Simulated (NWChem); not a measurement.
# CH₆AlNO; SMILES [O](C)[AlH][NH2]

```xyz
10

Al    -0.7857     0.6381     0.0004
H     -2.2485     1.2469    -0.0122
O     -0.6432    -1.0699    -0.0261
C      0.3562    -2.0451    -0.0268
H      1.3920    -1.6267    -0.0042
H      0.2563    -2.7177     0.8566
H      0.2836    -2.6886    -0.9343
N      0.6509     1.6934     0.0406
H      0.6025     2.7146     0.0576
H      1.6284     1.3947     0.0496
```
Atoms are numbered in this order, from 1.

Program: NWChem. The geometry was optimised at PBE-D3(BJ)/def2-SVP. Vzz is the largest principal value of the second derivative of the potential at the nucleus (NWChem prints the opposite sign); η is the asymmetry. Non-relativistic.

For level CAM-B3LYP/def2-TZVP:

| Property | Result |
|---|---|
| Vzz Al1 (a.u.) | 1.038 |
| Vzz N8 (a.u.) | -0.756 |

Question: How do the values read with level CAM-B3LYP/def2-SVP instead?

Answer: 
| Quantity | Value |
|---|---|
| Vzz Al1 (a.u.) | 0.781 |
| Vzz N8 (a.u.) | -0.808 |
